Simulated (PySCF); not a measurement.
C3H7NSi.
Numbering: `[CH2:1]=[CH:2]/[CH:3]=[N:4]/[SiH3:5]` (hydrogens: H6, H7 on C1; H8 on C2; H9 on C3; H10, H11, H12 on Si5)

A GFN2-xTB structure was refined with PBE0-D3(BJ)/def2-SVP geometry optimisation, gas phase in PySCF. Its GFN2-xTB values:

| coordinate | GFN2-xTB |
| --- | --- |
| C1=C2 | 1.299 Å |
| C1–H6 | 1.095 Å |
| C1–H7 | 1.095 Å |
| C2–C3 | 1.436 Å |
| C2–H8 | 1.070 Å |
| C3=N4 | 1.292 Å |
| C3–H9 | 1.124 Å |
| N4–Si5 | 1.678 Å |
| Si5–H10 | 1.467 Å |
| Si5–H11 | 1.479 Å |
| C1–C2–C3 | 122.4° |
| C2–C3–N4 | 123.1° |
| C3–N4–Si5 | 136.8° |
| C1–C2–C3–N4 | -178° |

How do these coordinates change at the PBE0-D3(BJ)/def2-SVP level?

| coordinate | PBE0-D3(BJ)/def2-SVP (Å or °) | change |
| --- | --- | --- |
| N4–Si5 | 1.748 | +0.070 |
| C1=C2 | 1.339 | +0.040 |
| C2–C3 | 1.463 | +0.027 |
| Si5–H10 | 1.492 | +0.025 |
| C2–H8 | 1.095 | +0.025 |
| Si5–H11 | 1.504 | +0.025 |
| C3=N4 | 1.271 | -0.021 |
| C3–H9 | 1.115 | -0.009 |
| C1–H6 | 1.093 | -0.002 |
| C1–H7 | 1.095 | 0.000 |
| C3–N4–Si5 | 125.1 | -11.7 |
| C2–C3–N4 | 122.6 | -0.5 |
| C1–C2–C3 | 122.3 | -0.1 |
| C1–C2–C3–N4 | 180 | -2 |

The energy falls by 25.2 kJ/mol over 9 energy and gradient evaluations, the largest force component goes from 0.0639 to 3.0e-04 Eh/bohr, and the atoms move by 0.163 Å rms after alignment. The bond that changes most is N4–Si5 (C=N nitrogen to SiH3 silicon), which lengthens by 0.070 Å. Bonds longer at the end by more than 0.005 Å: 7 of 11; shorter: 2. Rotational constants go from 29250, 1484, 1436 to 25430, 1493, 1434 MHz.

The run used 109 basis functions and 63 SCF cycles in all.

PBE0-D3(BJ)/def2-SVP frequencies: not computed here. One conformer, not necessarily the lowest.

The values belong to the conformer `[CH2:1]=[CH:2]/[CH:3]=[N:4]/[SiH3:5]`: C1–C2–C3–N4 180°.
